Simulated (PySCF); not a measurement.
CH4Si, SMILES C=[SiH2] (connectivity only; charge and spin as stated), charge -1, multiplicity 2.

Geometry: PBE0-D3(BJ)/def2-TZVPD. The multiplicity is an assumed one; other spin states were not compared.

Level of theory: PBE0-D3(BJ)/def2-TZVPD in PySCF.

Frequencies are harmonic and unscaled.

Estimate the vibrational spectrum. (Estimate from the structure and the level; the computed values follow.)


```json
[
 {"mode": "1", "ν (cm⁻¹)": "299", "IR (km/mol)": "0.5", "moving atoms (share of kinetic energy)": "H 98 %"},
 {"mode": "2", "ν (cm⁻¹)": "484", "IR (km/mol)": "99.5", "moving atoms (share of kinetic energy)": "H 86 %, C 12 %"},
 {"mode": "3", "ν (cm⁻¹)": "578", "IR (km/mol)": "11.9", "moving atoms (share of kinetic energy)": "H 99 %"},
 {"mode": "4", "ν (cm⁻¹)": "581", "IR (km/mol)": "47.4", "moving atoms (share of kinetic energy)": "H 65 %, C 17 %, Si 17 %"},
 {"mode": "5", "ν (cm⁻¹)": "775", "IR (km/mol)": "6.6", "moving atoms (share of kinetic energy)": "C 48 %, H 34 %, Si 18 %"},
 {"mode": "6", "ν (cm⁻¹)": "840", "IR (km/mol)": "29.7", "moving atoms (share of kinetic energy)": "H 79 %, C 16 %"},
 {"mode": "7", "ν (cm⁻¹)": "905", "IR (km/mol)": "88.9", "moving atoms (share of kinetic energy)": "H 90 %"},
 {"mode": "8", "ν (cm⁻¹)": "1364", "IR (km/mol)": "0.5", "moving atoms (share of kinetic energy)": "H 88 %, C 12 %"},
 {"mode": "9", "ν (cm⁻¹)": "1963", "IR (km/mol)": "347.5", "moving atoms (share of kinetic energy)": "H 98 %"},
 {"mode": "10", "ν (cm⁻¹)": "1976", "IR (km/mol)": "438.4", "moving atoms (share of kinetic energy)": "H 96 %"},
 {"mode": "11", "ν (cm⁻¹)": "3072", "IR (km/mol)": "75.4", "moving atoms (share of kinetic energy)": "H 95 %"},
 {"mode": "12", "ν (cm⁻¹)": "3146", "IR (km/mol)": "48.7", "moving atoms (share of kinetic energy)": "H 90 %, C 10 %"}
]
```
